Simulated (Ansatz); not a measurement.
`C=C(F)[SiH2][O][AlH2]`, relaxed with RKS PBE0-D4/def2-TZVP in Ansatz from a PBE-D4/def2-SVP geometry. The force threshold is 0.005 eV/Å; the program also tests the step.

Total charge 0; spin multiplicity 1.

Start:

```xyz
12

C     0.490    0.368   -2.144
C     0.233    0.135   -0.856
F    -1.155   -0.076   -0.535
Si    1.262    0.006    0.763
O     0.080   -0.243    1.882
Al   -1.644   -0.368    1.492
H    -0.300    0.396   -2.911
H     1.533    0.537   -2.451
H     2.234   -1.133    0.625
H     2.031    1.286    0.941
H    -2.244   -1.846    1.431
H    -2.521    0.938    1.764
```

By how much does the energy fall, and how many steps does the optimiser take? (Estimate.)

Computed: 7.93 kJ/mol, in 7 steps.

Which bonds change most? (An estimate is asked.)

The calculation gave: Si4–O5 from 1.647 to 1.608 Å; O5–Al6 from 1.773 to 1.739 Å; C1–C2 from 1.333 to 1.314 Å.

Give the relaxed structure. (An estimate is asked.)

The calculation gave: 
```xyz
12

C     0.482    0.361   -2.119
C     0.230    0.134   -0.849
F    -1.144   -0.070   -0.533
Si    1.243    0.006    0.758
O     0.083   -0.240    1.844
Al   -1.612   -0.363    1.476
H    -0.293    0.390   -2.874
H     1.509    0.525   -2.421
H     2.203   -1.118    0.624
H     1.999    1.270    0.939
H    -2.214   -1.824    1.409
H    -2.486    0.927    1.747
```
